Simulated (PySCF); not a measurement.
## Run times: neodymium in even-tempered 19s14p8d5f4g

Measured wall times of calculations with PySCF 2.14 in an uncontracted even-tempered set (19 s from 2 bohr⁻², ratio 2.5; 14 p from 2.6 bohr⁻², ratio 2.5; 8 d from 4.7 bohr⁻², ratio 2.5; 5 f from 15 bohr⁻², ratio 2.7; 4 g from 22 bohr⁻², ratio 2.7), with the spin-free X2C one-electron Hamiltonian (Gaussian nucleus), run from one Python driver. Hardware: 2 threads of Neoverse-V2 on a shared host, 2.6 GiB allowed. The two-electron integrals over 172 functions were computed once and kept in memory (1.8 CPU seconds with the set-up); the times below exclude them. Kohn-Sham runs start from converged Hartree-Fock orbitals.

Launch command (the driver calls PySCF for each step listed in the task file):

```bash
OMP_NUM_THREADS=2 python atomrun2.py TASK.json OUT
```

```csv
species,step,iterations,wall time (s)
Nd²⁹⁺ [Ar] 3d10 4s2 4p1,UHF with spin-orbit constants,5,13
Nd²⁹⁺ [Ar] 3d10 4s2 4p1,LDA,5,1.3
Nd²⁹⁺ [Ar] 3d10 4s2 4p1,PBE,5,1.6
Nd²⁹⁺ [Ar] 3d10 4s2 4p1,PBE0,5,4
Nd²⁹⁺ [Ar] 3d10 4s2 4p1,r2SCAN,5,4
Nd²⁹⁺ [Ar] 3d10 4s2 4p1,PBEsol,5,1.6
Nd²⁹⁺ [Ar] 3d10 4s2 4p1,r2SCAN0,5,6.4
Nd²⁹⁺ [Ar] 3d10 4s2 4p1,MP2 (21 electrons),,4.4
```

Peak memory of the process: 1.3 GiB. Times on a shared host vary from run to run.
